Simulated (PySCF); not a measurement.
Species: C3H4F2O3.
Cartesian coordinates in Å at the PBE0-D3(BJ)/def2-SVP level; atoms count from 1:
```
atom  x, y, z in Å
O1    -2.4573    0.5725   -0.9554
C2    -2.0512    0.7078    0.1568
O3    -1.0007    0.0596    0.6945
C4    -0.2812   -0.8173   -0.1537
O5     0.7533   -0.1507   -0.7963
C6     1.7996    0.2171   -0.0019
F7     2.6030    0.9689   -0.7433
F8     2.4861   -0.8733    0.3988
H9    -2.4857    1.3798    0.9248
H10   -0.9374   -1.2072   -0.9404
H11    0.0972   -1.6186    0.4970
H12    1.4821    0.7729    0.8986
```

Theory: PBE0-D3(BJ)/def2-SVP geometry optimisation, gas phase in PySCF.

Masses are those of the commonest isotopes; rigid-rotor values at the optimised geometry. The values belong to one conformer with, in the numbering `[O:1]=[CH:2][O:3][CH2:4][O:5][CH:6]([F:7])[F:8]`, O1–C2–O3–C4 3°, C2–O3–C4–O5 90°, O3–C4–O5–C6 71°, C4–O5–C6–F7 -173°.

What are A, B and C (cm⁻¹)?

Ia = 101.00, Ib = 484.84, Ic = 524.51 u·Å²; 505379 MHz·u·Å²/I gives 5004, 1042 and 963.5 MHz, that is A = 0.16690, B = 0.03477, C = 0.03214 cm⁻¹.

What kind of rotor is it?

A near-prolate asymmetric top: κ = (2 × 1042 − 5004 − 963.5)/(5004 − 963.5) = -0.96.

Is it planar, by Δ = Ic − Ia − Ib?

Not planar: Δ = Ic − Ia − Ib = -61.34 u·Å². For a rigid frame Δ = −2 Σ m c², so Σ m c² = 30.67 u·Å² lies off the ab plane: 6.52 from hydrogen and 24.14 from heavier atoms. The atom farthest from that plane is 1.54 Å away.

Which types of transition are allowed, and where do some lines up to J = 2 fall?

The dipole components are |μa| = 0.87 D, |μb| = 1.91 D, |μc| = 1.78 D. Intensities carry the squares of the components, which stand as 0.21 : 1.00 : 0.87 (a : b : c). Some lines, for components of 0.1 D or more:

```json
{"type": "a", "branch": "R", "J(Ka,Kc)": "1(0,1) ← 0(0,0)", "MHz": "2006", "lower level (cm⁻¹)": "0.000"}
{"type": "c", "branch": "Q", "J(Ka,Kc)": "2(1,2) ← 2(0,2)", "MHz": "3884", "lower level (cm⁻¹)": "0.201"}
{"type": "a", "branch": "R", "J(Ka,Kc)": "2(1,2) ← 1(1,1)", "MHz": "3933", "lower level (cm⁻¹)": "0.199"}
{"type": "c", "branch": "Q", "J(Ka,Kc)": "1(1,1) ← 1(0,1)", "MHz": "3961", "lower level (cm⁻¹)": "0.067"}
{"type": "a", "branch": "R", "J(Ka,Kc)": "2(0,2) ← 1(0,1)", "MHz": "4011", "lower level (cm⁻¹)": "0.067"}
{"type": "b", "branch": "Q", "J(Ka,Kc)": "1(1,0) ← 1(0,1)", "MHz": "4040", "lower level (cm⁻¹)": "0.067"}
{"type": "a", "branch": "R", "J(Ka,Kc)": "2(1,1) ← 1(1,0)", "MHz": "4091", "lower level (cm⁻¹)": "0.202"}
{"type": "b", "branch": "Q", "J(Ka,Kc)": "2(1,1) ← 2(0,2)", "MHz": "4120", "lower level (cm⁻¹)": "0.201"}
{"type": "b", "branch": "R", "J(Ka,Kc)": "1(1,1) ← 0(0,0)", "MHz": "5967", "lower level (cm⁻¹)": "0.000"}
{"type": "c", "branch": "R", "J(Ka,Kc)": "1(1,0) ← 0(0,0)", "MHz": "6046", "lower level (cm⁻¹)": "0.000"}
{"type": "b", "branch": "R", "J(Ka,Kc)": "2(1,2) ← 1(0,1)", "MHz": "7894", "lower level (cm⁻¹)": "0.067"}
{"type": "c", "branch": "R", "J(Ka,Kc)": "2(1,1) ← 1(0,1)", "MHz": "8131", "lower level (cm⁻¹)": "0.067"}
{"type": "c", "branch": "Q", "J(Ka,Kc)": "2(2,1) ← 2(1,1)", "MHz": "11884", "lower level (cm⁻¹)": "0.338"}
{"type": "b", "branch": "Q", "J(Ka,Kc)": "2(2,0) ← 2(1,1)", "MHz": "11885", "lower level (cm⁻¹)": "0.338"}
{"type": "b", "branch": "Q", "J(Ka,Kc)": "2(2,1) ← 2(1,2)", "MHz": "12120", "lower level (cm⁻¹)": "0.330"}
{"type": "b", "branch": "R", "J(Ka,Kc)": "2(2,1) ← 1(1,0)", "MHz": "15974", "lower level (cm⁻¹)": "0.202"}
{"type": "c", "branch": "R", "J(Ka,Kc)": "2(2,0) ← 1(1,0)", "MHz": "15975", "lower level (cm⁻¹)": "0.202"}
{"type": "c", "branch": "R", "J(Ka,Kc)": "2(2,1) ← 1(1,1)", "MHz": "16053", "lower level (cm⁻¹)": "0.199"}
{"type": "b", "branch": "R", "J(Ka,Kc)": "2(2,0) ← 1(1,1)", "MHz": "16054", "lower level (cm⁻¹)": "0.199"}
```

Estimate the classical rotational partition function at 25 K, 100 K and 500 K.

Point group C1, symmetry number σ = 1; q = (√π/σ)·√((kT/h)³/(ABC)), k/h = 20836.6 MHz/K: 9400 at 25 K, 75200 at 100 K, 841000 at 500 K.

No PBE0-D3(BJ)/def2-SVP frequencies stand behind this structure, so it isn't proved a minimum. These are rigid-rotor constants of the computed structure; measured ground-state constants (B0) also hold zero-point vibration.
